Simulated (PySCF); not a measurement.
# WO and its ions

PBE0; basis W def2-TZVPPD with ECP60, O def2-TZVPPD; scalar-relativistic core potentials; PySCF 2.14. Neutral (UKS): triplet (δ ↑↑), Re = 1.646 Å, ωe = 1118 cm⁻¹, HOMO -5.68 eV, LUMO -2.67 eV.

WO⁻ (UKS): quartet (π ↑, δ ↑↑), Re = 1.708 Å, ωe = 937 cm⁻¹. The energies at the minima are -142.19209 hartree for WO and -142.22478 for WO⁻.

**Question.** Work out the adiabatic electron affinity, without and with harmonic zero-point energies (1 hartree = 27.2114 eV, 1 eV = 8065.5 cm⁻¹), and the change of the bond length.

**Answer.** At PBE0: 0.03269 hartree = 0.890 eV between the minima; the zero-point term (1118.0 − 937.0)/2 cm⁻¹ = +0.011 eV makes it 0.901 eV. Re changes by +6.2 pm against the neutral. The electron enters a π orbital, and the longer bond of the ion fits an antibonding orbital, or a change in how ionic the bond is.

De is left out where the level can put another filling of the metal’s s and d shells below the measured ground configuration, by anything from nothing to about 1 eV. Spin–orbit coupling is left out, which matters for elements this heavy, above all for dissociation energies. The highest Kohn–Sham level is positive in this anion. Much of that is self-interaction error, but it also means that the finite basis helps to hold the extra electron. With d or f electrons several states lie close, and the lowest PBE0 determinant need not be the measured ground state.
